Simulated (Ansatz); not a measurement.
`[SiH3][SiH2][SeH]` + `C[Si](O)(O)Br` → `C[Si](O)(Br)O[SiH3]` + `[SiH3][SeH]`  (cleavage of the Si–Si bond)

Isolated molecules relaxed with PBE0-D4/def2-TZVP in Ansatz; ΔE leaves out vibrations. CBS: MP2 limit from def2 TZ/QZ plus the TZ coupled-cluster correction, frozen cores. Functionals use def2-TZVPP. For Br, Se outer-core shells are correlated without core-valence functions, which leaves a few kJ/mol of doubt a bond. Scalar relativity is left out up to krypton. One conformer a species, not always the lowest.

(1) Is it downhill or uphill in electronic energy at CCSD(T)/CBS, and by how much? (Estimate.)

(2) What do these levels give: PBE-D4, r2SCANh-D4, ωB97M-V, PBE, BLYP, PBE0? (Best estimate.)

Largest T1 diagnostic among the species: 0.011.

Results:

(1) The calculation gave: Downhill: ΔE = -1.04 eV.

(2) The calculation gave: PBE-D4 -0.75, r2SCANh-D4 -0.97, ωB97M-V -1.06, PBE -0.74, BLYP -0.96, PBE0 -0.83 eV.

From BLYP to BHLYP (50 % exact exchange), in def2-TZVPP and without D4, ΔE moves by −0.19 eV. In def2-TZVPP, CCSD(T) changes the Hartree–Fock value by +0.27 eV (the triples alone add +0.04 eV) and MP2 by +0.20 eV. Leaving LDA and LC-ωPBE aside and taking each functional with its dispersion term where it has one, the values, not all of them listed here, spread over 0.41 eV, from BHLYP-D4 to PBE-D4.
